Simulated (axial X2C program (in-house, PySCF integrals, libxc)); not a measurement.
# Spin–orbit effects down a group: molecules with Na (ions), HF

Calculated with an in-house all-electron X2C program for linear molecules (integrals from PySCF), spin-free (one-electron X2C) or two-component (2c: spin–orbit coupling with atomic mean-field Coulomb and Gaunt terms, which also bring small scalar terms), in Dyall basis sets with cores contracted in-house; open shells are unrestricted.

Basis sets: As dyall-cv3z, Bi dyall-cv3z, N dyall-av3z, Na dyall-cv3z, P dyall-v3z, Sb dyall-cv3z.

```json
{"molecule": "NaN⁺", "spin-free state": "M_S = 3/2, Λ = 0", "Re (Å)": "2.690", "ωe (cm⁻¹)": "130.8", "De (eV)": "0.11", "2c state": "Ω = 3/2", "Re 2c (Å)": "2.691", "ωe 2c (cm⁻¹)": "130.8", "De 2c (eV)": "0.11"}
{"molecule": "NaP⁺", "spin-free state": "M_S = 3/2, Λ = 0", "Re (Å)": "3.119", "ωe (cm⁻¹)": "119.8", "De (eV)": "0.21", "2c state": "Ω = 3/2", "Re 2c (Å)": "3.119", "ωe 2c (cm⁻¹)": "119.8", "De 2c (eV)": "0.21"}
{"molecule": "NaAs⁺", "spin-free state": "M_S = 3/2, Λ = 0", "Re (Å)": "3.209", "ωe (cm⁻¹)": "102.7", "De (eV)": "0.23", "2c state": "Ω = 3/2", "Re 2c (Å)": "3.209", "ωe 2c (cm⁻¹)": "102.8", "De 2c (eV)": "0.23"}
{"molecule": "NaSb⁺", "spin-free state": "?", "Re (Å)": "?", "ωe (cm⁻¹)": "?", "De (eV)": "?", "2c state": "?", "Re 2c (Å)": "?", "ωe 2c (cm⁻¹)": "?", "De 2c (eV)": "?"}
{"molecule": "NaBi⁺", "spin-free state": "M_S = 3/2, Λ = 0", "Re (Å)": "3.450", "ωe (cm⁻¹)": "95.2", "De (eV)": "0.30", "2c state": "Ω = 1/2", "Re 2c (Å)": "3.396", "ωe 2c (cm⁻¹)": "110.3", "De 2c (eV)": "0.13"}
```

Question: Estimate the 2c Re and ωe of NaSb⁺ as the mean of its neighbours in the table.

Answer: Re ≈ 3.303 Å, ωe ≈ 106.5 cm⁻¹. The HF runs give the row below, so the estimate misses by -0.077 Å and 5.8 cm⁻¹.

```
molecule   spin-free state  Re (Å)  ωe (cm⁻¹)  De (eV)  2c state  Re 2c (Å)  ωe 2c (cm⁻¹)  De 2c (eV)
   NaSb⁺  M_S = 3/2, Λ = 0   3.384      100.1     0.28   Ω = 3/2      3.380         100.7        0.28
```

Fragments in 2c: Na+ + N, P + Na+, As + Na+, Sb + Na+, Bi + Na+. Each entry is the lowest single determinant of a limited PBE0 search at one distance. De goes to single-determinant-based atoms at the same level (for ions the charge split of lowest energy) and is withheld (n/a) where an atom does not fit its ground term or J level. Main or longest-lived isotopes. One determinant is a doubtful description, or other states lie close, for NaN⁺, NaP⁺, NaAs⁺, NaSb⁺, NaBi⁺; these need not be ground states, and all values refer to the states named. With several unpaired electrons the Ω given is that of one determinant, not necessarily of the lowest component. The lowest determinant changes configuration between the Hamiltonians for NaBi⁺, so two states are compared there.
